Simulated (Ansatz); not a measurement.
Relaxation of Si(GeH3)H3 (SiGeH6) with RKS PBE0-D4/def2-TZVP.

```sh
$ ansatz run in.yaml --threads 4 --pin off --events-out ev --progress --plain --max-ram 3916MiB
```

```yaml
crystal:
  periodic: [false, false, false]
  atoms:
    - {symbol: Si, position_ang: [-0.003690, 0.007840, -1.216370]}
    - {symbol: Ge, position_ang: [0.002810, -0.006310, 1.113860]}
    - {symbol: H, position_ang: [0.789800, 1.092840, 1.766280]}
    - {symbol: H, position_ang: [0.567890, -1.243620, 1.748270]}
    - {symbol: H, position_ang: [-1.343130, 0.117350, 1.766240]}
    - {symbol: H, position_ang: [1.366670, -0.010910, -1.729100]}
    - {symbol: H, position_ang: [-0.671400, 1.209080, -1.717810]}
    - {symbol: H, position_ang: [-0.708940, -1.166280, -1.731380]}
basis:
  gaussian: {orbitals: def2-TZVP}
hamiltonian: {xc: pbe0, dispersion: d4}
scf: {lower_state_search: "off"}
output: {orbitals: {seedname: orbitals}}
relax: {f_tol: 0.02, max_steps: 100}
```

Run time 3.5 s (4 threads of Arm Neoverse V2 on a shared host).

Positions (Å) and forces (eV/Å) at steps 1, 2, 4 of 4:

```xyz
8
step=1 energy=-64482.9472 eV
Si   -0.004    0.008   -1.216    0.003   -0.001   -0.074
Ge    0.003   -0.006    1.114    0.002   -0.002    0.350
H     0.790    1.093    1.766    0.476    0.669    0.026
H     0.568   -1.244    1.748    0.346   -0.747    0.022
H    -1.343    0.117    1.766   -0.823    0.074    0.028
H     1.367   -0.011   -1.729    0.425   -0.009   -0.118
H    -0.671    1.209   -1.718   -0.208    0.378   -0.117
H    -0.709   -1.166   -1.731   -0.221   -0.362   -0.118
8
step=2 energy=-64483.0676 eV
Si   -0.003    0.008   -1.187    0.001   -0.005    0.076
Ge    0.003   -0.008    1.180   -0.001    0.007   -0.006
H     0.848    1.177    1.694   -0.077   -0.102    0.053
H     0.612   -1.335    1.678   -0.048    0.110    0.055
H    -1.446    0.124    1.694    0.126   -0.014    0.053
H     1.388   -0.014   -1.689    0.110   -0.004   -0.078
H    -0.680    1.229   -1.678   -0.052    0.101   -0.075
H    -0.722   -1.183   -1.691   -0.060   -0.092   -0.079
8
step=4 energy=-64483.0763 eV
Si   -0.003    0.008   -1.201    0.000   -0.001    0.009
Ge    0.003   -0.007    1.177    0.000    0.000    0.005
H     0.835    1.165    1.724   -0.004    0.000   -0.002
H     0.608   -1.318    1.709    0.001    0.003   -0.002
H    -1.429    0.120    1.724    0.002   -0.003   -0.002
H     1.391   -0.017   -1.715    0.001   -0.003   -0.003
H    -0.679    1.233   -1.702    0.002    0.003   -0.002
H    -0.726   -1.184   -1.717   -0.003    0.001   -0.003
```
